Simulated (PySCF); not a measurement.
**Electron correlation in Sb⁺ (antimony, charge +1)**

[Kr] 4d10 5s2 5p2, high-spin 3P determinant. All numbers are calculated (PySCF 2.14, a scalar-relativistic core potential, in def2-SVP with the def2 core potential (28 electrons)). Frozen: 4s2 4p6 4d10; 4 electrons correlated.

MP2 pair energies summed by pair of shells (mhartree):

| pair | energy | share (%) |
| --- | --- | --- |
| 5s-5p | -21.38 | 60.3 |
| 5s-5s | -10.56 | 29.8 |
| 5p-5p | -3.52 | 9.9 |

Total MP2 correlation energy: -35.47 mhartree.

Same-spin part -5.90 and opposite-spin part -29.57 mhartree; SCS-MP2 scales them by 1/3 and 6/5 to -37.45 mhartree.

```
  level  correlation energy (mhartree)
   CCSD                         -49.68
    (T)                          -0.52
CCSD(T)                         -50.20
```

Diagnostics: T1 = 0.0068, D1 = 0.0188, largest double amplitude 0.095.

Cost of the coupled-cluster step: 0.12 s of wall time on 1 thread of Intel(R) Xeon(R) Platinum 8559C (shared host), for 4 correlated electrons.

Iterations:

```
CC2 = 0
CCSD nocc = (np.int64(3), np.int64(1)), nmo = (17, 17)
frozen orbitals [[0, 1, 2, 3, 4, 5, 6, 7, 8], [0, 1, 2, 3, 4, 5, 6, 7, 8]]
max_cycle = 100
direct = 0
conv_tol = 1e-08
conv_tol_normt = 1e-06
diis_space = 8
diis_start_cycle = 0
Init t2, MP2 energy = -0.0354659522603342
Init E_corr(UCCSD) = -0.0354659522607287
cycle = 1  E_corr(UCCSD) = -0.0452912425180402  dE = -0.00982529026  norm(t1,t2) = 0.0462771
cycle = 2  E_corr(UCCSD) = -0.0481433019816051  dE = -0.00285205946  norm(t1,t2) = 0.0167174
cycle = 3  E_corr(UCCSD) = -0.0496788542759086  dE = -0.00153555229  norm(t1,t2) = 0.00711776
cycle = 4  E_corr(UCCSD) = -0.0496688780106094  dE = 9.9762653e-06  norm(t1,t2) = 0.00117827
cycle = 5  E_corr(UCCSD) = -0.0496782023833279  dE = -9.32437272e-06  norm(t1,t2) = 0.000153764
cycle = 6  E_corr(UCCSD) = -0.0496752530916315  dE = 2.9492917e-06  norm(t1,t2) = 1.98365e-05
cycle = 7  E_corr(UCCSD) = -0.0496762711847144  dE = -1.01809308e-06  norm(t1,t2) = 3.6381e-06
cycle = 8  E_corr(UCCSD) = -0.0496760251796617  dE = 2.46005053e-07  norm(t1,t2) = 8.69775e-07
cycle = 9  E_corr(UCCSD) = -0.0496760660251158  dE = -4.08454541e-08  norm(t1,t2) = 1.55903e-07
cycle = 10  E_corr(UCCSD) = -0.0496760595161249  dE = 6.5089909e-09  norm(t1,t2) = 3.10772e-08
UCCSD converged
E(UCCSD) = -239.007161573054  E_corr = -0.04967605951612493
UCCSD(T) correction = -0.000517313123556217
```
